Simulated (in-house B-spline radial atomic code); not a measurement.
P. Computed with a B-spline radial atomic code. Model: non-relativistic spherical atom: semilocal Troullier-Martins pseudo-atom, one channel per l, against all electrons, high spin, G0W0 and RPA with empty states to l = 8, local potential for every l without a channel, a model core (radius 0 = none) keeps its share of the functional.

What the tables leave out is listed at the end.

The pseudopotential gives back the lowest level of each angular momentum of its own functional in the configuration it was made in; a second state of the same l is only approximately right. Exact exchange, RPA and GW see the smooth pseudo-orbitals and miss the exchange with the core, for which the functional's share stands in. The column with an uncorrelated core keeps all orbitals and exact exchange, and so separates missing core correlation from pseudisation. Only the three outermost levels and the lowest empty one were computed. RPA here is direct RPA, with no exchange kernel, and its energies carry an (l + 1/2)⁻⁴ tail. A hybrid on a potential with a model core restores only its own semilocal share of the core's exchange.

Command:
```bash
python run_psgw.py task.json out
```
Settings (lengths in bohr, energies in hartree):
```
Z                      15
electrons              15
configuration          [Ne] 3s2 3p3
generated_in           [Ne] 3s2 3p3
functional             pbe,pbe
core_shells            2
radius_factor          0.9
core_correction        False
```

Time taken, with all properties: 28 s on 1 thread of Arm Neoverse N1, on a shared host.

Given: made with PBE; model core radius 0 bohr; local radius 0.638 bohr; mean-field start PBE.

Valence shells of the generating configuration: 2p, 3s, 3p.

Channel: s 1.42, p 0.5 (radii in bohr).

Computed: largest level miss in the spin-unpolarised generating configuration 0.033 eV; valence RPA correlation energy all-electron orbitals -0.58116 hartree; valence RPA correlation energy pseudo -0.69333 hartree; all-electron RPA polarisability, core included 23.237 bohr³.

```csv
level,occupied,mean-field all-electron (eV),mean-field pseudo minus all (eV),G0W0 all-electron (eV),G0W0 uncorrelated core minus all (eV),G0W0 pseudo minus all (eV),exchange self-energy all-electron (eV),exchange self-energy pseudo (eV)
3p up,1,-6.2938,0.032,-10.093,0.01,0.181,-16.823,-16.295
3p down (empty),0,-3.7374,0.051,-1.0975,0.013,0.161,-3.8341,-3.3506
```

Problem. What is the pseudo-atom RPA polarisability?

Solution. 23.422 bohr³.

Given: mean-field start PBE0.

Computed: valence RPA correlation energy all-electron orbitals -0.54999 hartree; valence RPA correlation energy pseudo -0.66229 hartree; all-electron RPA polarisability, core included 19.574 bohr³.

| level | occupied | mean-field all-electron (eV) | mean-field pseudo minus all (eV) | G0W0 all-electron (eV) | G0W0 uncorrelated core minus all (eV) | G0W0 pseudo minus all (eV) | exchange self-energy all-electron (eV) | exchange self-energy pseudo (eV) |
| --- | --- | --- | --- | --- | --- | --- | --- | --- |
| 3p up | 1 | -7.5331 | 0.086 | -10.456 | 0.011 | 0.203 | -16.846 | -16.289 |
| 3s down | 1 | -13.139 | -0.169 | -16.159 | -0.027 | -0.46 | -15.349 | -14.473 |
| 3p down (empty) | 0 | -2.664 | 0.081 | -0.78832 | 0.012 | 0.143 | -3.5106 | -3.0836 |

Problem. What is the pseudo-atom RPA polarisability?

Solution. 19.903 bohr³.

Given: mean-field start Hartree-Fock.

Computed: valence RPA correlation energy pseudo -0.59189 hartree; all-electron RPA polarisability, core included 14.327 bohr³; pseudo-atom RPA polarisability 14.869 bohr³.

```json
{"level": "3p up", "occupied": "1", "mean-field all-electron (eV)": "-10.67", "mean-field pseudo minus all (eV)": "0.308", "G0W0 all-electron (eV)": "-10.919", "G0W0 uncorrelated core minus all (eV)": "0.011", "G0W0 pseudo minus all (eV)": "0.254", "exchange self-energy all-electron (eV)": "-16.704", "exchange self-energy pseudo (eV)": "-16.042"}
{"level": "3s down", "occupied": "1", "mean-field all-electron (eV)": "-15.134", "mean-field pseudo minus all (eV)": "-0.954", "G0W0 all-electron (eV)": "-16.362", "G0W0 uncorrelated core minus all (eV)": "-0.02", "G0W0 pseudo minus all (eV)": "-0.679", "exchange self-energy all-electron (eV)": "-14.892", "exchange self-energy pseudo (eV)": "-14.85"}
{"level": "3s up", "occupied": "1", "mean-field all-electron (eV)": "-22.755", "mean-field pseudo minus all (eV)": "-0.428", "G0W0 all-electron (eV)": "-20.442", "G0W0 uncorrelated core minus all (eV)": "-0.022", "G0W0 pseudo minus all (eV)": "-0.362", "exchange self-energy all-electron (eV)": "-22.596", "exchange self-energy pseudo (eV)": "-21.692"}
```

Problem. What is the valence RPA correlation energy all-electron orbitals?

Solution. -0.48048 hartree.

Among the listed levels the largest G0W0 shift of the pseudo-atom is -0.68 eV, for 3s down on the Hartree-Fock start, while leaving the core uncorrelated moves that level by -0.02 eV. So pseudisation and the lost core exchange, not the missing core correlation, make the error. Not in the tables (levels of low weight, unsolved or above zero; the highest and the empty levels are kept at any weight): on PBE the G0W0 levels 3s down (pseudo minus all -0.35 eV, weights 0.72 and 0.74), 3s up (pseudo minus all +0.03 eV, weights 0.06 and 0.07); on PBE0 the G0W0 levels 3s up (pseudo minus all -0.35 eV, weights 0.29 and 0.33).
